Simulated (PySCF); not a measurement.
# How methods differ on the ionisation energy of Ti⁺

Ti⁺ [Ar] 3d2 4s1 (4F) → Ti²⁺ [Ar] 3d2 (3F), as a difference of total energies. Calculation: PySCF 2.14, in aug-cc-pVDZ (7s6p4d2f, 59 functions); the non-relativistic Hamiltonian (point nucleus). Correlated levels: valence: [Ar] frozen. The calculations carry no spin-orbit coupling.

| method | ionisation energy (eV) |
| --- | --- |
| UHF | 12.866 |
| MP2 (valence) | 13.011 |
| SCS-MP2 (valence) | 12.914 |
| CCSD (valence) | 13.066 |
| CCSD(T) (valence) | 13.067 |

Q: How much does correlation contribute at CCSD(T) (valence)?

A: 13.067 − (12.866) = 0.201 eV, measured against UHF.

These non-relativistic numbers lack the scalar-relativistic shift.

The reference lies between the lowest fine-structure levels, while these numbers refer to the centres of the terms.

Errors of the correlated levels include the incompleteness of this basis and the frozen core.

For comparison: 13.575 eV (measured; NIST Atomic Spectra Database, ionization energies).
